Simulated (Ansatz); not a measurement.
CH₉BOSi₂ (`C[SiH2]OB[SiH3]`), relaxed with RKS PBE0-D4/def2-TZVP in Ansatz 0.2.0 from a PBE-D4/def2-SVP geometry. The force threshold is 0.005 eV/Å; the program also tests the step.

Charge 0, multiplicity 1.

Start:

```xyz
14

C     2.370   -0.600    0.548
Si    1.579    0.621   -0.636
O    -0.132    0.598   -0.547
B    -1.016   -0.151    0.153
Si   -3.020    0.155   -0.073
H     2.059   -1.640    0.326
H     2.101   -0.374    1.600
H     3.474   -0.541    0.454
H     1.918    0.306   -2.064
H     1.981    2.033   -0.324
H    -0.609   -1.024    0.921
H    -3.364    1.331   -0.952
H    -3.661   -1.076   -0.674
H    -3.682    0.362    1.269
```

Problem. How much energy does the relaxation release, and in how many steps? (An estimate is asked.)

Solution. Ansatz gave: 6.50 kJ/mol, in 15 steps.

Problem. Which bonds change most? (An estimate is asked.)

Solution. Computed: Si2–O3 from 1.713 to 1.667 Å; B4–H11 from 1.231 to 1.210 Å; Si5–H13 from 1.512 to 1.492 Å; Si5–H12 from 1.508 to 1.489 Å.

Problem. Give the relaxed structure. (Estimate.)

Solution. The calculation gave: 
```xyz
14

C     2.344   -0.612    0.522
Si    1.552    0.634   -0.605
O    -0.113    0.588   -0.533
B    -1.003   -0.152    0.152
Si   -2.998    0.148   -0.084
H     2.053   -1.631    0.261
H     2.076   -0.436    1.566
H     3.432   -0.537    0.434
H     1.913    0.379   -2.022
H     1.945    2.016   -0.237
H    -0.602   -1.001    0.915
H    -3.334    1.224   -1.056
H    -3.647   -1.116   -0.542
H    -3.615    0.495    1.230
```
